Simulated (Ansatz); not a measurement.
Total energies of AlH$_{5}$OSi$_{2}$ (`[SiH3][SiH]1[O][AlH]1`).

```csv
atom,x (Å),y (Å),z (Å)
Si1,0.140,0.015,1.739
Si2,0.580,-0.252,-0.542
O3,-0.684,-0.901,-1.470
Al4,-0.604,0.639,-2.270
H5,1.237,0.822,2.342
H6,-1.145,0.741,1.927
H7,0.061,-1.287,2.459
H8,1.875,-0.977,-0.713
H9,-1.460,1.198,-3.471
```

The species carries charge 0 and has multiplicity 1. All single points use the PBE0-D4/def2-TZVP geometry. Basis def2-TZVPP, Ansatz.

RPA on PBE orbitals: Hartree–Fock energy of these orbitals -897.57300 Eh, correlation -0.98959 Eh (frozen core).

```tsv
functional	energy without D4 (Eh)	D4 term (kJ/mol)
LDA (SPW92)	-895.78533	–
PBE	-899.20404	-20.1
revPBE	-899.52717	-51.6
BLYP	-899.70796	-42.8
r2SCAN	-899.60855	-4.7
B97M-V	-899.50154	–
PBE0	-899.28224	-17.2
B3LYP	-899.79328	-32.8
r2SCANh	-899.59737	-5.1
r2SCAN0	-899.58178	-5.7
HSE06 (plane-wave form)	-899.25941	-16.3
BHLYP	-899.68678	-28.8
CAM-B3LYP	-899.71383	-17.9
LC-ωPBE	-899.40791	–
ωB97X-V	-899.56555	–
ωB97M-V	-899.63281	–
B2PLYP	-899.31546	–
PBE-QIDH	-899.01033	–
```

B3LYP takes the VWN-RPA correlation (the form of Gaussian; ORCA's B3LYP/G). HSE06 is the plane-wave form, built on full-range PBE exchange. The double hybrids freeze the cores in their second-order part.

LC-ωPBE has ω = 0.4 bohr⁻¹.
